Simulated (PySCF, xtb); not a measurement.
C4H7O2, SMILES [CH]1COCCO1, multiplicity 2. Other conformers were not sampled.

Harmonic wavenumbers (cm⁻¹) from xtb with GFN2-xTB at its own minimum, in rising order: 161, 221, 341, 439, 462, 514, 730, 881, 915, 942, 951, 1019, 1057, 1087, 1112, 1167, 1200, 1205, 1249, 1291, 1301, 1325, 1349, 1443, 1448, 1453, 2669, 2867, 2893, 2947, 2989, 3001, 3115.

What does B3LYP-D3(BJ)/def2-SVP run with PySCF give at its own minimum? (An estimate is asked for; the answer gives what the named calculation found.)

219, 252, 392, 454, 501, 555, 756, 867, 896, 918, 972, 1047, 1075, 1127, 1169, 1228, 1266, 1293, 1313, 1347, 1382, 1410, 1427, 1451, 1471, 1473, 2850, 2966, 3023, 3090, 3100, 3114, 3181. Paired by order, the mean absolute difference is 59 cm⁻¹ and the zero-point energies are 65.4 and 68.0 kcal/mol.
